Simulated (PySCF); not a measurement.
PySCF 2.14 output of an unrestricted PBE calculation on a single atom or ion in aug-cc-pVQZ-DK (8s7p5d3f2g, 93 functions), with the spin-free X2C one-electron Hamiltonian (Gaussian nucleus):

```
SCF conv_tol = 1e-09
number electrons alpha = 17  beta = 14
    J. P. Perdew, K. Burke, and M. Ernzerhof.,  Phys. Rev. Lett. 77, 3865 (1996)
    J. P. Perdew, K. Burke, and M. Ernzerhof.,  Phys. Rev. Lett. 78, 1396 (1997)
    J. P. Perdew, K. Burke, and M. Ernzerhof.,  Phys. Rev. Lett. 77, 3865 (1996)
    J. P. Perdew, K. Burke, and M. Ernzerhof.,  Phys. Rev. Lett. 78, 1396 (1997)
cycle= 1 E= -1943.22139997055  delta_E= -0.00168  |g|= 0.275  |ddm|= 3.23
cycle= 2 E= -1943.21004645253  delta_E= 0.0114  |g|= 0.367  |ddm|= 4.51
cycle= 3 E= -1943.23443333874  delta_E= -0.0244  |g|= 0.00388  |ddm|= 2.76
cycle= 4 E= -1943.23444754123  delta_E= -1.42e-05  |g|= 0.000575  |ddm|= 0.0611
cycle= 5 E= -1943.23444978136  delta_E= -2.24e-06  |g|= 0.00016  |ddm|= 0.0131
cycle= 6 E= -1943.23445008323  delta_E= -3.02e-07  |g|= 1.62e-05  |ddm|= 0.00556
cycle= 7 E= -1943.23445008455  delta_E= -1.32e-09  |g|= 4.4e-06  |ddm|= 0.00136
cycle= 8 E= -1943.23445008458  delta_E= -2.86e-11  |g|= 2.72e-07  |ddm|= 0.00015
converged SCF energy = -1943.23445008458  <S^2> = 3.7511297  2S+1 = 4.0005648
```

The run itself started from symmetry-adapted Hartree-Fock orbitals and held the occupation by maximum overlap, on a logarithmic radial grid, so the iterations belong to that start.

Q: Which element, charge and spin multiplicity is this?

A: Ga (gallium, neutral), multiplicity 4; the state was [Ar] 3d10 4s1 4p1 5s1, high-spin 4P determinant (an excited configuration).

The outer electron is Rydberg-like, and this basis confines it to a smaller radius and binds it less than a complete one would.
